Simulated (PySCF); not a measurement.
The vertical singlet excitations below were computed for one of the candidates. Theory: TDDFT wB97X-D/def2-SVPD, vertical, gas phase, core orbitals frozen in the response (PySCF). Geometries: PBE0-D3(BJ)/def2-SVP, one conformer each. Atoms past krypton carry core potentials; spin–orbit coupling is left out.

```tsv
state	E (eV)	λ (nm)	f
S1	4.49	276.2	0.0005
S2	5.96	208.0	0.541
S3	7.29	170.0	0.0000
S4	7.54	164.3	0.018
S5	7.68	161.4	0.109
S6	7.97	155.5	0.033
S7	8.06	153.9	0.036
S8	8.26	150.1	0.0003
S9	8.44	146.9	0.0061
S10	8.53	145.3	0.0041
```

Triplets computed (Tamm–Dancoff): 3.40, 3.95, 5.51, 6.86 eV.

Problem. Which candidate is it?
A. `[H][Sn]([H])([H])[CH2]C=C`
B. `[H][Sn]([H])([H])[N](C)CC`
C. `C=CN=C`

Solution. C. Its S1, at 4.49 eV, is the lowest among the candidates; the nearest of the others has S1 at 5.12 eV. S1 is HOMO-1→LUMO (98%). Löwdin shares by element: HOMO carbon 76%, nitrogen 14%; LUMO carbon 63%, nitrogen 21% (atoms not listed hold the other 16%). At the same level the other candidates give, for their lowest levels:
- `[H][Sn]([H])([H])[N](C)CC`: 5.12 eV (f 0.021); 5.57 eV (f 0.026); 6.08 eV (f 0.001); 6.44 eV (f 0.021); 6.66 eV (f 0.017); T1 4.66 eV; HOMO -7.79, LUMO 1.53 eV
- `[H][Sn]([H])([H])[CH2]C=C`: 6.36 eV (f 0.481); 6.55 eV (f 0.081); 6.95 eV (f 0.031); 7.34 eV (f 0.002); 7.57 eV (f 0.063); T1 4.19 eV; HOMO -8.67, LUMO 1.42 eV

The values belong to the conformer `[CH2:1]=[CH:2][N:3]=[CH2:4]`: C1–C2–N3–C4 180°.
